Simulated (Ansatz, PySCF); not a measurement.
Gas-phase reaction in SMILES: COB(OC)OC → CO[B]OC + C[O] (the B-O bond at the site shown breaks; other sites are not compared here)
Structures are relaxed separately at B3LYP-D3(BJ)/def2-TZVP in Ansatz (an electronic-structure program), one conformer each, not searched for the lowest. Frequencies are from Ansatz or PySCF.
Geometry of the first species:
```xyz
16

B      0.0000     0.0000     0.0000
O      0.7067     1.1057     0.3787
C      0.2005     2.4109     0.1274
O      0.4986    -1.2472     0.2479
C      1.7523    -1.4105     0.8995
O     -1.2053     0.1415    -0.6266
C     -1.9528    -1.0005    -1.0270
H      0.9290     3.1222     0.5137
H      0.0622     2.5790    -0.9424
H     -0.7567     2.5641     0.6295
H      1.7380    -0.9640     1.8956
H      2.5569    -0.9490     0.3238
H      1.9371    -2.4801     0.9856
H     -1.3907    -1.6076    -1.7392
H     -2.2097    -1.6226    -0.1674
H     -2.8661    -0.6421    -1.4994
```
Charge 0, spin multiplicity 1.

Quantity: bond dissociation energy (0 K, with B3LYP-D3(BJ) harmonic zero-point energies), in kcal/mol. Cores are frozen in the correlated levels unless marked. Open shells are spin-unrestricted. No spin-orbit coupling. No relativistic terms. Basis-set limits of correlation are two-point, X^-3; Hartree-Fock from the larger set. [CCSD(T)-MP2]/basis is that difference in the basis named.

RI-MP2/CBS(cc-pVTZ,cc-pVQZ)+[CCSD(T)-MP2]/cc-pVDZ (Ansatz) gives 137.2 kcal/mol.

### Question
Another calculation gave 128.3 kcal/mol. Which level was it?
A) HF/def2-TZVPD (PySCF)
B) PBE/def2-TZVPD (Ansatz)
C) LC-wPBE/def2-TZVPD (Ansatz)
D) revPBE/def2-TZVPD (Ansatz)

### Answer
C, LC-wPBE/def2-TZVPD (Ansatz). The others give 123.7 (PBE), 101.2 (HF), 116.6 (revPBE) kcal/mol.
